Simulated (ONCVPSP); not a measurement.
# Building the ONCV potential for Rb (PBE, scalar-relativistic).

ONCVPSP 4.0.1 input, shortened (lines: element, Z, core and valence counts, functional; n l f; lmax; l rc ep ncon nbas qcut; lloc lpopt rc5 dvloc0; l nproj debl; icmod fcfact rcfact), PBE, scalar-relativistic:

```
  Rb 37.00    8    1        4      upf
    1    0    2.00
    2    0    2.00
    2    1    6.00
    3    0    2.00
    3    1    6.00
    3    2   10.00
    4    0    2.00
    4    1    6.00
    5    0    0.50
    2
    0    4.00    0.00    4    8    1.50
    1    4.10    0.05    4    9    2.30
    2    3.20    0.18    3    8    3.30
    2    5    3.20    0.00
    0    1    1.00
    1    1    0.60
    2    0    2.30
    3    6.00    1.25
```

In the d channel the program set the typed energies aside and used 0.050 Ha.

All-electron outer shells of the reference configuration (PBE, scalar-relativistic, ld1.x):

```csv
shell,level (eV),outermost node (bohr),outermost maximum (bohr)
5s,-4.12,1.78,4.01
```

Task: Does the generator finish with these settings?

Result: Yes, a potential is produced and its reference levels are reproduced.

Task: Estimate the cutoffs (Ha) at which the residual kinetic energy of the hardest occupied pseudo-wave falls to 1 and 0.1 mHa per electron.

Result: 1.2 Ha and 6.1 Ha. The cutoffs count occupied waves only; projector 1 of the d channel, the hardest unoccupied one, needs 4 Ha at the loose tolerance.

Task: Does the potential have ghost states?

Result: Ghosts flagged at negative energy: s at -10.3 eV (a further GHOST(-) flag falls on a real empty level of the atom); no localised positive-energy state flagged. A true bound ghost makes a file unfit for plane-wave use.

Its largest configuration-test error is +9.3 meV (5s1). 1 of 4 tests not solved or not reliable.
